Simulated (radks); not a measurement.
The palladium ion Pd2+, configuration [Ar] 3d10 4s1 4p6 4d8 4f1 (not the ground configuration). Method: scalar-relativistic Kohn-Sham, OLYP, spin-polarised, spherical densities, finite nucleus; open shells are filled with parallel spins first (spin-orbit coupling, left out, can overturn this in heavy ions); Fermi nuclear charge, rms radius 4.5318 fm; computed with a radial shooting solver on a logarithmic mesh with Libxc functionals.

Normalised radial functions P(r) = r R(r), r in bohr:

r	3d down	4p up	4d up
0.001089	0.0000	0.0008	0.0000
0.001476	0.0000	0.0014	0.0000
0.002016	0.0000	0.0025	0.0000
0.002732	0.0001	0.0043	0.0000
0.003732	0.0002	0.0075	0.0001
0.005058	0.0004	0.0128	0.0001
0.00691	0.0009	0.0221	0.0003
0.009365	0.0020	0.0373	0.0007
0.01279	0.0048	0.0626	0.0017
0.01734	0.0110	0.1010	0.0039
0.0235	0.0246	0.1573	0.0088
0.03211	0.0546	0.2345	0.0196
0.04351	0.1144	0.3202	0.0410
0.05944	0.2319	0.3906	0.0829
0.08056	0.4314	0.3896	0.1531
0.1101	0.7458	0.2495	0.2609
0.1492	1.1373	-0.0493	0.3863
0.2038	1.5204	-0.4259	0.4818
0.2762	1.6992	-0.6177	0.4525
0.3743	1.5432	-0.3878	0.2215
0.5113	1.0715	0.2682	-0.2126
0.693	0.5443	0.9230	-0.6730
0.9467	0.1801	1.1325	-0.9450
1.283	0.0367	0.8327	-0.8920
1.753	0.0036	0.3811	-0.6059
2.376	0.0002	0.1080	-0.2998
3.246	0.0000	0.0158	-0.0974
4.399	0.0000	0.0011	-0.0202
5.961	0.0000	0.0000	-0.0022
8.144	0.0000	0.0000	-0.0001
11.04	0.0000	0.0000	0.0000
15.08	0.0000	0.0000	0.0000

3d down: eigenvalue -366.08 eV, 0 radial nodes, <r> = 0.357 bohr, 90 % of the charge inside 0.565 bohr. 4p up: eigenvalue -89.048 eV, 2 radial nodes at r = 0.143, 0.457 bohr, <r> = 1.01 bohr, 90 % of the charge inside 1.49 bohr. 4d up: eigenvalue -38.435 eV, 1 radial node at r = 0.444 bohr, <r> = 1.27 bohr, 90 % of the charge inside 1.95 bohr.
